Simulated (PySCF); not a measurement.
Species: C4H4F3O (doublet state).
Geometry (GFN2-xTB, Å), atoms numbered from 1 in this order:
```
atom  x, y, z in Å
F1    -2.8742    1.0750   -0.7936
C2    -2.1996    0.4291    0.1553
C3    -0.8486   -0.0687   -0.1611
F4    -0.8578   -1.4673   -0.2181
O5     0.0118    0.3014    0.8654
C6     1.3558    0.1224    0.7183
C7     2.0819   -0.2677   -0.3180
F8     1.5979   -0.5832   -1.5336
H9    -2.7507    0.1899    1.0445
H10   -0.5282    0.2693   -1.1566
H11    1.8588    0.3630    1.6427
H12    3.1541   -0.3640   -0.2713
```

The hyperfine couplings belong to this conformer and change with its torsions.

As a line formula: `F[CH][C@H](F)O/C=C\F` [radical].

Level of theory: UKS B3LYP, pcH-1 on C F H O, non-relativistic, mean-field spin-orbit, GIAO (PySCF 2.14.0). One conformer (not necessarily the lowest) at the GFN2-xTB geometry, without solvent, vibrations or thermal averaging. Couplings are sensitive to structure, and on GFN2-xTB geometries they can be far from those on DFT ones. No stability test was run, so a lower SCF solution isn't excluded.

Task: Match the computed a_iso(19F) values +196.4, +163.5, +1.2 MHz with the sites F1; F4; F8.

Result: 
```csv
site,a_iso (MHz),ρ(0) (bohr⁻³),position,distance from C2 (Å),bound to,spin population there,largest |T| (MHz)
F1,+163.5,+0.0389,1 bond from C2,1.33,C2,+0.94,567.3
F4,+196.4,+0.0467,2 bonds from C2,2.35,C3,-0.04,184.4
F8,+1.2,+0.0003,5 bonds from C2,4.28,C7,0.00,4.4
```

Task: The isotropic 13C couplings are +106.4, -30.7, +4.3 MHz. Assign them to C2; C3; C6.

Result: 
```csv
site,a_iso (MHz),ρ(0) (bohr⁻³),position,distance from C2 (Å),spin population,largest |T| (MHz)
C2,+106.4,+0.0946,largest spin population,0.00,+0.94,170.7
C3,-30.7,-0.0274,1 bond from C2,1.47,-0.04,2.9
C6,+4.3,+0.0038,3 bonds from C2,3.61,0.00,2.2
```

ρ(0) is the spin density at the nucleus and T the dipolar tensor. The Mulliken spin populations are largest on C2 (+0.94) and F1 (+0.08). C2 is the only atom above +0.15. The angles at C2 add up to 359.4°, so it is planar; its axial dipolar tensor and the negative coupling of its proton fit spin in a p orbital normal to that plane.

The run took 42 s (with the writing of density and orbital grids) on Arm Neoverse V2, one thread, shared host with 192 logical CPUs at a one-minute load of 32, and the process peaked at 0.86 GiB of memory.
